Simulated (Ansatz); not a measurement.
Si₁₄H₂₂⁺, a nanocrystal with a defect cut from the lattice of silicon (two caps of one atom removed). The state is a doublet with charge 1. Geometry PBE-D4/def2-SVP, that of the neutral singlet; atoms count from 1.

Cartesian coordinates in Å:
```
Si 4.068 -0.095 1.426
Si -3.160 -2.909 0.913
Si 0.396 -1.578 1.126
Si -1.023 -2.542 -2.436
Si -0.554 1.250 -1.431
Si 3.112 2.755 -1.150
Si -4.091 -0.138 -1.590
Si 1.905 -0.242 2.344
Si 4.231 0.715 -0.780
Si -1.693 -1.601 2.198
Si -3.133 -2.288 -1.367
Si 0.861 2.868 -0.468
Si -2.744 1.528 -0.629
Si 0.209 -0.966 -1.147
H 4.884 0.815 2.312
H 4.693 -1.467 1.480
H -4.579 -2.855 1.428
H -2.689 -4.339 1.015
H 0.918 -2.998 1.148
H -0.595 1.504 -2.922
H 3.870 3.836 -0.418
H 3.170 3.074 -2.624
H -5.486 -0.152 -1.012
H -4.206 0.173 -3.062
H 2.030 -0.845 3.724
H 1.314 1.133 2.502
H 5.696 0.955 -1.059
H 3.745 -0.326 -1.752
H -1.533 -2.209 3.570
H -2.209 -0.196 2.362
H -4.120 -3.222 -2.035
H 0.767 2.761 1.031
H 0.327 4.226 -0.862
H -2.760 1.450 0.874
H -3.246 2.891 -1.039
H 1.627 -0.964 -1.671
```

Single mean-field runs in def2-TZVP are fitted with def2-universal-jkfit.

Question: Estimate the Mulliken populations of the heavy atoms from the PBE0/def2-TZVP orbitals of Ansatz.

Answer: 
| atom | charge (e) | spin (α − β) |
| --- | --- | --- |
| Si1 | 0.00 | 0.00 |
| Si2 | 0.00 | 0.03 |
| Si3 | -0.01 | 0.03 |
| Si4 | 0.37 | 0.61 |
| Si5 | -0.01 | 0.03 |
| Si6 | 0.00 | 0.00 |
| Si7 | 0.00 | 0.03 |
| Si8 | -0.02 | 0.03 |
| Si9 | -0.04 | 0.00 |
| Si10 | -0.01 | 0.00 |
| Si11 | -0.06 | 0.08 |
| Si12 | -0.02 | 0.03 |
| Si13 | -0.01 | 0.00 |
| Si14 | -0.03 | 0.10 |
Mulliken values and Mayer orders depend strongly on the basis.

Question: Where does the spin sit?

Answer: Summed by element: Si 0.96, H 0.04, of 1 unpaired in all. Largest on single atoms: Si4 0.61, Si14 0.10, Si11 0.08.

Question: And the Mayer bond orders between bonded heavy atoms (over 0.3)?

Answer: Si1–Si8 0.94 (2.35 Å); Si1–Si9 0.95 (2.36 Å); Si2–Si10 0.93 (2.35 Å); Si2–Si11 0.88 (2.36 Å); Si3–Si8 0.90 (2.35 Å); Si3–Si10 0.93 (2.35 Å); Si3–Si14 0.88 (2.36 Å); Si4–Si11 1.00 (2.38 Å); Si4–Si14 0.96 (2.38 Å); Si5–Si12 0.90 (2.35 Å); Si5–Si13 0.93 (2.35 Å); Si5–Si14 0.88 (2.36 Å); Si6–Si9 0.95 (2.36 Å); Si6–Si12 0.94 (2.35 Å); Si7–Si11 0.88 (2.36 Å); Si7–Si13 0.93 (2.35 Å).
